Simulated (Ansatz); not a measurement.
A series at Nb: from `[NH2][Nb]([NH2])([NH2])=[S]`, ligands are replaced one by one, each step taking up HCl and setting free NH₃; n counts the steps. Ansatz, PBE0-D4/def2-TZVP geometries. Each molecule was computed in one conformer, which needn't be the lowest.

```tsv
n	molecule	zero-point energy, PBE0-D4/def2-TZVP (kJ/mol)
0	`[NH2][Nb]([NH2])([NH2])=[S]`	?
1	`[NH2][Nb]([NH2])(=[S])[Cl]`	140.2
2	`[NH2][Nb](=[S])([Cl])[Cl]`	78.5
3	`[S]=[Nb]([Cl])([Cl])[Cl]`	15.2
```

Problem. By hand: fit a straight line y = ȳ + b (n − n̄) to the 3 given rows and predict n = 0.

Solution. n̄ = 2.000, ȳ = 77.97; Σ(n − n̄)(y − ȳ) = -125.00, Σ(n − n̄)² = 2.000, so b = -62.50 kJ/mol a step. Prediction: 77.97 + (-62.50) × (-2.000) = 203.0 kJ/mol.

Problem. By hand: compare with the computed value, 202.7 kJ/mol, and give the steps along the whole series.

Solution. The line misses by -0.3 kJ/mol (computed minus predicted). Steps: -62.5, -61.7, -63.3 kJ/mol.

The steps differ by at most 1.6 kJ/mol, 2.6 % of a mean step, so the ligands' effects nearly add and a line is close. The miss is 0.2 % of the series' range.
